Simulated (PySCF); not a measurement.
# Cost of excited-state runs on SMILES C=CB1COBOBO1, C$_{3}$H$_{7}$B$_{3}$O$_{3}$

Geometry (Å), atoms numbered from 1 in this order:
```xyz
16

C     2.650    0.608   -0.499
C     1.739   -0.333   -0.728
B     0.409   -0.527    0.067
C     0.057    0.249    1.446
O    -0.969    1.209    1.149
B    -2.136    0.942    0.565
O    -2.568   -0.292    0.152
B    -1.881   -1.381   -0.216
O    -0.539   -1.333   -0.418
H     2.531    1.330    0.292
H     3.543    0.709   -1.096
H     1.919   -1.014   -1.553
H    -0.325   -0.449    2.201
H     0.871    0.819    1.899
H    -2.858    1.856    0.422
H    -2.451   -2.385   -0.428
```

PySCF with density fitting, on 1 thread of an Arm Neoverse N1, shared host. Command: `OMP_NUM_THREADS=1 python excited_run.py task.json out`

(1) How long does this run take, and how much memory?
- vibronic structure, B3LYP/def2-SVP; Tamm-Dancoff

Results:

(1) 
```csv
run,level,basis functions,wall time,peak memory (GiB)
vibronic structure,B3LYP/def2-SVP,161,50 s,0.95
```
Times from a shared host are rough.
